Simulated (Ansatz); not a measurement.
One change: `[CH2]1[SiH2][GeH2]1` becomes `C[SiH]1[CH2][GeH2]1`.

Ansatz, PBE0-D4/def2-TZVP geometries, multiplicity 1. 

Scalar relativity is left out up to krypton.

```
                               property  `[CH2]1[SiH2][GeH2]1`
     HOMO energy (PBE0/def2-TZVPP) / eV                  -6.60
HOMO–LUMO gap (ωB97M-V/def2-TZVPP) / eV                  10.03
     LUMO energy (PBE0/def2-TZVPP) / eV                  -0.27
    LUMO energy (B3LYP/def2-TZVPP) / eV                  -0.51
    HOMO–LUMO gap (PBE/def2-TZVPP) / eV                   4.53
   HOMO–LUMO gap (PBE0/def2-TZVPP) / eV                   6.33
```

Problem. Give the same properties after the change, and the shifts. (Best estimate.)

Solution. Ansatz gave: 
```csv
property,`C[SiH]1[CH2][GeH2]1`,shift
HOMO energy (PBE0/def2-TZVPP) / eV,-6.35,0.25
HOMO–LUMO gap (ωB97M-V/def2-TZVPP) / eV,10.17,0.14
LUMO energy (PBE0/def2-TZVPP) / eV,0.10,0.37
LUMO energy (B3LYP/def2-TZVPP) / eV,-0.14,0.37
HOMO–LUMO gap (PBE/def2-TZVPP) / eV,4.62,0.09
HOMO–LUMO gap (PBE0/def2-TZVPP) / eV,6.44,0.11
```

With PBE0 the HOMO rises by 0.25 eV and the LUMO rises by 0.37 eV, so the gap widens by about 0.12 eV. PBE moves the HOMO by 0.26 eV and ωB97M-V by 0.25 eV.

B3LYP here is the variant with VWN-RPA as its local correlation; programs differ in this.
